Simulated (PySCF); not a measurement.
Electron correlation in Fe²⁺ (iron, charge +2)

[Ar] 3d5 4s1, high-spin 7S determinant (an excited configuration). Calculation: PySCF 2.14, in x2c-TZVPPall (6s5p4d2f1g, 64 functions); scalar relativity by spin-free X2C-1e. Frozen: [Ar]; 6 electrons correlated.

```csv
level,correlation energy (mhartree)
CCSD,-84.21
(T),-0.74
CCSD(T),-84.95
```

Diagnostics: T1 = 0.0044, D1 = 0.0102, largest double amplitude 0.013.

Cost of the coupled-cluster step: roughly 2.3 core-seconds, for 6 correlated electrons.
